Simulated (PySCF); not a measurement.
Assigning NMR signals

Mapped SMILES: `[CH3:1][C:2]([F:3])([F:4])[C:5]1=[C:6]([F:7])[C:8](=[O:9])[O:10][C:11]1=[O:12]`; H(Xn) means a hydrogen on atom n.

Computed data (PySCF): NMR shieldings at PBE0/pcSseg-1/GIAO, geometry: GFN2-xTB. Single conformer, no solvent model, rapidly exchanging positions averaged, relativity neglected.

References, each an isolated molecule treated in the same way: TMS for ¹³C (186.93 ppm).

Task: Assign these signals to the numbered atoms. ¹³C{¹H} NMR (computed): δ 166.0, 165.6, 162.9, 126.1, 123.8, 26.7.

Result: 
166.0 → C6, β carbon of a C=C–C=O unit: conjugation with the carbonyl draws π density from the β position
165.6 → C11, anhydride carbonyl carbon: it is a carbonyl in resonance with an O or N lone pair, the region of acids, esters and amides
162.9 → C8, anhydride carbonyl carbon
126.1 → C5, β carbon of a C=C–C=O unit
123.8 → C2, allylic fully substituted sp3 carbon bonded to 2 F: 2 electronegative neighbours deshield it
26.7 → C1, methyl carbon: aliphatic region, no heteroatom directly attached

C6 and C11 lie closer than the usual error of such a calculation, so a measured spectrum could show them in the other order.

Splittings by ¹⁹F in the carbon and heteronuclear signals aren't shown, as no couplings were computed. Shifts are as computed. Against solution values, carbons near 30 ppm lie about +3 ppm off and those near 130 ppm about +5 ppm. Of 1211 compounds with measured shifts, 218 miss one by over three times the rms of a fit or turn the order of signals round; such compounds aren't used in these exercises.
